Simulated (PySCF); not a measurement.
# A survey of ²⁹Si NMR shifts

PySCF 2.14 calculation with GFN2-xTB structure and σ from GIAO-PBE0/pcSseg-1; fast rotation and ring inversion assumed for equivalent nuclei, no relativistic terms, a single conformation, isolated molecule.

Shieldings were converted by a linear fit to measured shifts: ²⁹Si (scatter 8.9 ppm rms, 25.8 ppm with the 6 outliers that the fit left out vs TMS, solution or neat liquid). A few per cent of atoms miss by over 2 rms, more outside the fitted compound classes.

**Question.** Give the ²⁹Si shifts of `[H]/N=C\C=C/N([SiH3])[SiH2]F`, `CS[Si@@H]1CC[SiH2]N1`, `[SiH3][SiH2]n1cccc1`.

**Answer.** 
| compound | environment | δ (ppm) |
| --- | --- | --- |
| [H]/[N:1]=[CH:2]\[CH:3]=[CH:4]/[N:5]([SiH3:6])[SiH2:7][F:8] | Si7: silicon bonded to F, N, 2 H | -19.6 |
| [H]/[N:1]=[CH:2]\[CH:3]=[CH:4]/[N:5]([SiH3:6])[SiH2:7][F:8] | Si6: silicon bonded to N, 3 H | -52.6 |
| [CH3:1][S:2][Si@@H:3]1[CH2:4][CH2:5][SiH2:6][NH:7]1 | Si3: silicon bonded to C, N, S, H, in a 5-membered ring | 3.2 |
| [CH3:1][S:2][Si@@H:3]1[CH2:4][CH2:5][SiH2:6][NH:7]1 | Si6: silicon bonded to C, N, 2 H, in a 5-membered ring | -26.3 |
| [SiH3:1][SiH2:2][n:3]1[cH:4][cH:5][cH:6][cH:7]1 | Si2: silicon bonded to N, Si, 2 H | -41.9 |
| [SiH3:1][SiH2:2][n:3]1[cH:4][cH:5][cH:6][cH:7]1 | Si1: silicon bonded to Si, 3 H | -104.4 |

**Question.** Match the shifts -4.3, -22.3, -41.5 ppm to `C=CC[Si@@H](Cl)SC(C)=S`, `C#CCN[Si@H](N)C(F)(F)F`, `C#CCS[SiH2]C(F)(F)F`.

**Answer.** -4.3: C=CC[Si@@H](Cl)SC(C)=S (silicon bonded to C, Cl, S, H); -22.3: C#CCS[SiH2]C(F)(F)F (silicon bonded to C, S, 2 H); -41.5: C#CCN[Si@H](N)C(F)(F)F (silicon bonded to C, 2 N, H).
